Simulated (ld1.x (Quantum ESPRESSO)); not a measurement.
**Building the PAW potential for Si (LDA (PZ), non-relativistic).**

| Quantity | Value |
| --- | --- |
| Element | Si |
| Generator | ld1.x (Quantum ESPRESSO) 7.5 |
| Type | PAW |
| Functional | LDA (PZ) |
| Relativity | non-relativistic |
| Frozen core | [Ne] |
| Valence charge | 4 |
| Reference configuration | 3s2 3p2 |
| Partial waves | 3s (bound): rcut 1.45, rcutus 1.70 bohr; 3s channel at -0.5 Ry: rcut 1.45, rcutus 1.70 bohr; 3p (bound): rcut 1.80, rcutus 2.45 bohr; 3p channel at 0.4 Ry: rcut 1.80, rcutus 2.45 bohr; 3d channel at 0.1 Ry: rcut 2.10, rcutus 2.50 bohr; 3d channel at 2.85 Ry: rcut 2.10, rcutus 2.50 bohr |
| Local potential | all-electron potential smoothed inside 1.90 bohr (lloc = -2) |
| Core correction | Bessel-smoothed model core, default radius (core density twice the valence density) |
| Augmentation charge | PSQ, inside the norm-conserving radii |

- Cutoffs needed: 10 Ry and 15 Ry (the cutoffs (Ry, on a coarse ladder) from which the occupation-weighted sum of valence levels, in a spherical-Bessel basis at the reference potential, stays within 10 and 1 mRy of its value at 400 Ry)
- Ghost test: no extra level below or beside the all-electron valence levels (s, p, d, f tested) (spherical-Bessel basis up to 400 Ry, 20 bohr box)
- Largest excitation error: -73 meV (all-electron minus pseudo) for 3s1 3p0, out of 7 test configurations
- Lowest eigenvalue of the overlap operator: 0.48 (s channel)
- Density cutoff estimated by the generator: 120 Ry
